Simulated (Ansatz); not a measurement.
```yaml
crystal:
  periodic: [false, false, false]
  atoms:
    - {symbol: C, position_ang: [-0.064799, -2.528244, -0.006615]}
    - {symbol: C, position_ang: [-0.530701, -1.625563, 1.135665]}
    - {symbol: Al, position_ang: [-0.344951, 0.293333, 0.826019]}
    - {symbol: Cl, position_ang: [-0.975313, 1.582320, 2.380332]}
    - {symbol: C, position_ang: [0.372151, 1.106541, -0.798156]}
    - {symbol: C, position_ang: [0.430539, 2.631747, -0.843672]}
    - {symbol: H, position_ang: [-0.618187, -2.334125, -0.929574]}
    - {symbol: H, position_ang: [-0.195326, -3.588641, 0.228735]}
    - {symbol: H, position_ang: [0.993721, -2.378762, -0.236762]}
    - {symbol: H, position_ang: [0.008889, -1.866201, 2.060558]}
    - {symbol: H, position_ang: [-1.583239, -1.822330, 1.376467]}
    - {symbol: H, position_ang: [1.372120, 0.679506, -0.956716]}
    - {symbol: H, position_ang: [-0.510881, 3.375786, -0.727341]}
    - {symbol: H, position_ang: [-0.560881, 3.075786, -0.727341]}
    - {symbol: H, position_ang: [0.844872, 2.997247, -1.787953]}
    - {symbol: H, position_ang: [1.047807, 3.034732, -0.037316]}
basis:
  gaussian: {orbitals: aug-cc-pVTZ}
hamiltonian: {xc: {name: wB97}}
```

```sh
$ ansatz run in.yaml --threads 4 --pin off --events-out ev --progress --plain --max-ram 11315MiB
```

Output, abridged:

```
Functional definition: wB97
2124 factors; their error is unknown
1179 factors; integrals over basis functions are off by at most 3.6e-5 eV
mean field evaluation 1: about -23405.4005 eV, gradient 6.0e1 eV
mean field evaluation 2: about -23409.0051 eV, gradient 4.6e1 eV
mean field evaluation 4: about -23414.3330 eV, gradient 2.3e0 eV
mean field evaluation 8: about -23414.3545 eV, gradient 1.8e-1 eV
mean field evaluation 16: about -23414.2873 eV, gradient 1.7e-3 eV
mean field -23414.28728015 eV, -860.4591867716 hartree, gradient 2.5e-5 eV, S^2 0.000000; 0 other end points of the search recorded, 1 dependent functions left out
reference -23414.28725789 eV, -860.4591859534 hartree; 32, 32 occupied and 481, 481 virtual orbitals, 2124 factors
Total energy: -23414.28725789 eV, -860.4591859534 hartree
```

Task: Something in this input is off. What?

Result: One atom was put on top of another. The calculation finished and met its thresholds. The result belongs to that input, not to the molecule as meant.
